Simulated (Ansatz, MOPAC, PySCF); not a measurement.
Positional isomers: silole fluoro. All species are isolated molecules in the gas phase. Strings in code marks are SMILES.

Quantity: electronic energy of isomers of C4H5FSi relative to `F[SiH]1C=CC=C1`, in kJ/mol. The restricted reference of `FC1=CC=C[SiH2]1`, `FC1=C[SiH2]C=C1` and `F[SiH]1C=CC=C1` is unstable towards unrestricted orbitals. Semi-empirical values (MOPAC) are differences of heats of formation.

Level 1: frozen-core MP2/cc-pVTZ // PBE0-D3(BJ)/def2-TZVP (Ansatz, an electronic-structure program)
Level 2: PBE/6-31G* // PBE0-D3(BJ)/def2-TZVP (PySCF)
Level 3: HF/cc-pVTZ // PBE0-D3(BJ)/def2-TZVP (Ansatz)
Level 4: PM3 // PBE0-D3(BJ)/def2-TZVP (MOPAC)

```
species            level 1  level 2  level 3  level 4
-----------------  -------  -------  -------  -------
`FC1=C[SiH2]C=C1`    194.1    158.0    193.9    188.6
`FC1=CC=C[SiH2]1`    226.7    184.3    226.1    193.8
```
